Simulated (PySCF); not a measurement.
Polarisability and C₆ of Ti (titanium, neutral)

[Ar] 3d2 4s2, high-spin 3F determinant. Calculation: PySCF 2.14, in aug-cc-pVQZ-DK; scalar relativity by spin-free X2C-1e. Coupled (time-dependent) response in atomic units; α is the mean over directions.

```json
{"method": "UHF", "mean α (bohr³)": "146.4", "C₆ (like pair)": "1695", "S(−4)": "73290"}
```

S(−4) is the Cauchy moment in α(ω) = α(0) + S(−4) ω² + …

Reference α: 87 ± 10 bohr³ (recommended; Schwerdtfeger and Nagle, table of static dipole polarizabilities (2023 update)). Published C₆: 1044 (Chu and Dalgarno (2004); Tang, Norbeck and Certain (1976)).

Hartree-Fock lies above the reference because it lacks correlation, which contracts the outer shell.

α(iu) at UHF:

```
u (hartree)  α(iu) (bohr³)
          0          146.4
     0.0500          110.9
      0.100          78.56
      0.200          38.65
      0.300          22.24
      0.500          10.61
      0.750          6.004
       1.00          4.071
       1.50          2.361
       2.00          1.578
       3.00         0.8576
       5.00         0.3702
```
